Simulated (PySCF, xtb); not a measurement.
SnBr2, SMILES [Br][Sn][Br] (connectivity only; charge and spin as stated), neutral, multiplicity 1.

GFN2-xTB (xtb) at its own geometry gives an orbital gap of 3.78 eV and a dipole moment of 8.80 D.

The structure is a stationary point at ωB97X-D3(BJ)/def2-SVP. The isomer is the one that the SMILES or the coordinates give; other isomers of the formula were not compared. The def2 effective core potentials stand for the cores of Sn; spin–orbit coupling is left out.

Question: What does PySCF with B3LYP/def2-TZVPD give? (An estimate is asked for; the answer gives what the named calculation found.)

Answer: gap 4.12 eV (levels -7.56 and -3.43 eV), dipole 3.01 D.
